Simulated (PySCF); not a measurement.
Some computed properties have been withheld. Give your best values.

Species: C5H5F3.
Geometry (PBE0-D3(BJ)/def2-SVP, Å), atoms numbered from 1 in this order:
```
atom  x, y, z in Å
F1     1.305    1.721    0.841
C2     1.282    0.383    0.809
F3     2.509   -0.024    0.472
F4     1.051   -0.048    2.056
C5     0.246   -0.112   -0.126
C6    -0.430    0.586   -1.257
C7    -1.214    0.106   -0.082
C8    -0.672   -1.281    0.014
H9    -0.517    0.065   -2.221
H10   -0.267    1.666   -1.328
H11   -1.789    0.678    0.644
H12   -0.782   -1.966   -0.838
H13   -0.709   -1.757    0.998
```

```csv
property,level,value
point group,PBE0-D3(BJ)/def2-SVP,Cs
"rotational constants A, B, C",PBE0-D3(BJ)/def2-SVP,"3.518, 1.789, 1.614 GHz"
dipole moment,CAM-B3LYP/def2-SVPD,?
HOMO energy,CAM-B3LYP/def2-SVPD,?
LUMO energy,CAM-B3LYP/def2-SVPD,1.37 eV
lowest singlet excitation,TDDFT CAM-B3LYP/def2-SVPD,?
strongest line among the 6 lowest singlet transitions,TDDFT CAM-B3LYP/def2-SVPD,"S4 at 8.38 eV (148 nm, f = 0.121)"
static isotropic polarisability,CAM-B3LYP/def2-SVPD,56.6 au
electronic spatial extent ⟨r²⟩ about the centre of nuclear charge,CAM-B3LYP/def2-SVPD,806 bohr²
```

The electronic properties come from PySCF, for the isolated species, density fitting.

Question: Give the lowest singlet excitation.

Answer: 7.71 eV (161 nm, f = 0.015).

Question: The dipole moment?

Answer: 2.31 D.

Question: What is the HOMO energy?

Answer: -9.27 eV.

The principal polarisabilities are 52.1, 58.4 and 59.3 au; their mean is the isotropic value. With B = h/(8π²I), that is 505.379 GHz u Å² over I, the principal moments of inertia are 143.7, 282.6 and 313.2 u Å² (most abundant isotopes). The largest Löwdin shares of the HOMO are 0.29 on C5, 0.29 on C7, 0.10 on C6 and 0.10 on C8. The polarisability is 8.38 Å³ as a volume (1 au = 0.148185 Å³), or 0.91 au for each of the 62 electrons. The dipole matches unit charges of opposite sign 0.48 Å apart (1 e·Å = 4.8032 D).
